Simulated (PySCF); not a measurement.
TDDFT excited states: C5H7FOSi

Species: C5H7FOSi.
Atom-mapped SMILES: `[CH:1]#[C:2]/[C:3]([F:4])=[CH:5]/[O:6][CH2:7][SiH3:8]` (hydrogens: H9 on C1; H10 on C5; H11, H12 on C7; H13, H14, H15 on Si8)

Cartesian coordinates in Å at the GFN2-xTB level; atoms count from 1:
```xyz
15
C5H7FOSi angstrom
C      4.1784    0.2552   -0.7947
C      3.0175    0.1827   -0.4952
C      1.6816    0.0940   -0.0495
F      1.5461    0.0116    1.3075
C      0.6445    0.0919   -0.8973
O     -0.6794    0.0171   -0.6913
C     -1.1772   -0.0797    0.6417
Si    -3.0742   -0.1584    0.4472
H      5.1818    0.3200   -1.0925
H      0.8694    0.1614   -1.9539
H     -0.7728   -0.9714    1.1304
H     -0.8556    0.7871    1.2270
H     -3.3963   -1.3352   -0.3573
H     -3.5094    1.0621   -0.2287
H     -3.6590   -0.2579    1.7847
```

Method: TDDFT CAM-B3LYP/def2-SVPD, vertical, gas phase, core orbitals frozen in the response (PySCF 2.14.0, density-fitted response routines).

```json
{"state": "S1", "E (eV)": "5.06", "λ (nm)": "245.2", "f": "0.0017", "|μ| (D)": "0.30", "symmetry": "–", "main configurations (H = HOMO, L = LUMO)": "H→L+1 (57%), H→L+2 (25%), H→L+3 (9%)"}
{"state": "S2", "E (eV)": "5.59", "λ (nm)": "221.7", "f": "0.431", "|μ| (D)": "4.51", "symmetry": "A′", "main configurations (H = HOMO, L = LUMO)": "H→L (87%)"}
{"state": "S3", "E (eV)": "6.13", "λ (nm)": "202.2", "f": "0.0011", "|μ| (D)": "0.22", "symmetry": "–", "main configurations (H = HOMO, L = LUMO)": "H→L+1 (27%), H→L+4 (24%), H→L+3 (16%)"}
{"state": "S4", "E (eV)": "6.35", "λ (nm)": "195.2", "f": "0.0000", "|μ| (D)": "0.02", "symmetry": "–", "main configurations (H = HOMO, L = LUMO)": "H-1→L (89%)"}
{"state": "S5", "E (eV)": "6.95", "λ (nm)": "178.4", "f": "0.015", "|μ| (D)": "0.74", "symmetry": "A″", "main configurations (H = HOMO, L = LUMO)": "H→L+4 (48%), H→L+2 (32%), H→L+1 (9%)"}
{"state": "S6", "E (eV)": "7.12", "λ (nm)": "174.1", "f": "0.316", "|μ| (D)": "3.42", "symmetry": "A′", "main configurations (H = HOMO, L = LUMO)": "H-3→L (37%), H-1→L+1 (19%), H-1→L+2 (12%)"}
{"state": "S7", "E (eV)": "7.18", "λ (nm)": "172.6", "f": "0.0065", "|μ| (D)": "0.49", "symmetry": "A″", "main configurations (H = HOMO, L = LUMO)": "H→L+5 (48%), H→L+2 (10%), H→L+9 (9%)"}
{"state": "S8", "E (eV)": "7.43", "λ (nm)": "166.8", "f": "0.0000", "|μ| (D)": "0.02", "symmetry": "–", "main configurations (H = HOMO, L = LUMO)": "H→L+5 (34%), H→L+8 (20%), H→L+9 (12%)"}
```

Triplets, Tamm–Dancoff:

```json
{"state": "T1", "E (eV)": "3.49", "λ (nm)": "355.4", "main configurations (H = HOMO, L = LUMO)": "H→L (93%)"}
{"state": "T2", "E (eV)": "4.72", "λ (nm)": "262.8", "main configurations (H = HOMO, L = LUMO)": "H→L+1 (51%), H→L+2 (25%), H→L+3 (10%)"}
{"state": "T3", "E (eV)": "5.40", "λ (nm)": "229.7", "main configurations (H = HOMO, L = LUMO)": "H-1→L+1 (26%), H-1→L+2 (25%), H-1→L+3 (15%)"}
```

The lowest singlet lies at 5.06 eV (245 nm, ultraviolet) and is very weak; its leading configuration is HOMO→LUMO+1 (57%). The strongest level in the table is S2 at 5.59 eV (222 nm, f = 0.431). Löwdin shares by element: HOMO carbon 57% or more, oxygen 18% (atoms not listed hold the other 26%); LUMO carbon 73% or more (atoms not listed hold the other 27%). Of the 8 states listed, 3 reach f = 0.01 and 2 stay under 0.0005. Weighted by f, the mean energy of these states is 6.26 eV. The oscillator strengths of these states sum to 0.771; summed over the whole spectrum of an exact calculation they would give the number of electrons, 68 (Thomas–Reiche–Kuhn). Symmetry labels in Cs follow from the direction of the transition dipole and are given only for states with f of 0.002 or more. The window holds the lowest 8 singlets.

One conformer stands for the species.
